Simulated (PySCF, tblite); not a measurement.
Question: Write Cartesian coordinates for `C=CC[P@@](=O)(O)C=C` as optimised with GFN2-xTB.

Answer: 
```xyz
17
C5H9O2P angstrom
C      2.5971   -0.8944    1.3318
C      1.8849    0.1168    0.8698
C      0.4076    0.2312    1.0100
P     -0.2991    0.0420   -0.6833
O      0.2960    0.8799   -1.7298
O     -0.0761   -1.5313   -0.9804
C     -2.0994    0.1897   -0.4913
C     -2.7467    1.1185   -1.1697
H      3.6617   -0.9546    1.1852
H      2.1429   -1.7002    1.8856
H      2.3520    0.9146    0.3081
H     -0.0002   -0.5439    1.6573
H      0.1156    1.2168    1.3773
H      0.3602   -1.6076   -1.8306
H     -2.5879   -0.4988    0.1812
H     -2.2018    1.7749   -1.8292
H     -3.8139    1.2584   -1.1021
```

Any rigid rotation of these coordinates is as good. Atoms count from 1 in this order. The 2 O–P bonds span 1.467 Å (P4=O5, drawn double) to 1.617 Å (P4–O6, drawn single), a spread of 0.150 Å. Of the pairs four or more bonds apart, O5···H16 is among the closest relative to their van der Waals radii: 2.66 Å, 98 % of the sum of Bondi's values. The C–P distances run from 1.816 Å (P4–C7, drawn single) to 1.845 Å (C3–P4, drawn single), a spread of 0.029 Å. The 3 C–C bonds span 1.320 Å (C7=C8, drawn double) to 1.488 Å (C2–C3, drawn single), a spread of 0.168 Å.

Bonds between heavy atoms (Å): C1=C2 1.320, C2–C3 1.488, C3–P4 1.845, P4=O5 1.467, P4–O6 1.617, P4–C7 1.816, C7=C8 1.320.

The geometry is computed with GFN2-xTB (gas phase).

Point group: C1 (no symmetry element, even within 0.4 Å). Its GFN2-xTB frequencies are all real (lowest 46 cm⁻¹). The numbers are those of one conformer (C1–C2–C3–P4 -111°, C2–C3–P4–O5 -50°, C3–P4–O6–H -129°, C3–P4–C7–C8 123°).
